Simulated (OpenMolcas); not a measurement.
## Cl⁶⁺: effect of the level shift or regulariser

| Item | Value |
| --- | --- |
| Program | OpenMolcas 26.06 |
| Basis | ANO-RCC-VTZP [5s4p2d1f] |
| Scalar Hamiltonian | DKH2, point nucleus |
| Active space | 1 electron in 4 orbitals (3s 3p) |
| State averaging | 2S+1 = 2 even, 1 root; 2S+1 = 2 odd, 3 roots |
| Spin-orbit coupling | state interaction with AMFI integrals over the reference wave functions, term energies averaged over their components |

Methods on the same reference wave functions:
A. CASSCF
B. SS-CASPT2, IPEA 0.25 Eh, imaginary shift 0.1 Eh (closed shells correlated: 2s 2p)
C. SS-CASPT2, IPEA 0.25 Eh, real shift 0.2 Eh (closed shells correlated: 2s 2p)

Energies in eV above 3s ²S_1/2, the measured ground level; measured values from Moore, Atomic Energy Levels, vol. I, NSRDS-NBS 35 (1971 reprint of NBS Circular 467, 1949).

| Level | A | B | C | Measured |
| --- | --- | --- | --- | --- |
| 3s ²S_1/2 | 0.0000 | 0.0000 | 0.0000 | 0.0000 |
| 3p ²P°_1/2 | 15.2475 | 15.283 | 15.283 | 15.2502 |
| 3p ²P°_3/2 | 15.4536 | 15.489 | 15.489 | 15.4845 |

Deviations, from unrounded energies. A percentage is the sum of absolute deviations over the sum of measured energies, with the sign that they share, or ± where signs differ.

| Against measurement | Levels | A | B | C |
| --- | --- | --- | --- | --- |
| mean absolute deviation (cm-1) | 2 | 140 | 150 | 150 |
| other configurations (%) | 2 | -0.1 | +0.1 | +0.1 |

A lies closest to measurement on these levels and B furthest from it. The largest miss of A in the table is 3p ²P°_3/2, by -250 cm-1. The ranking rests on the paired levels alone, and a cruder setting can come out closer through cancelling errors.

Between B and C no level of the table moves by more than 5 cm-1.

The lowest spin-free term lies below A's lowest term by 0.018 hartree in B, 0.018 hartree in C.

With one active electron the reference holds no correlation, so core polarisation is missing (holds for A). With one active electron, CASPT2 adds the correlation within the correlated inactive shells and between them and that electron, and leaves the splitting within a term as the reference gives it (holds for B; C). Measured partners are found by configuration, term and J. A level has none where our copy of the source lacks it or the pairing is in doubt (some pairs that miss far off the trend of their configuration count as doubtful), and it then counts in no deviation. Only configurations of the active space appear.

° marks odd parity.
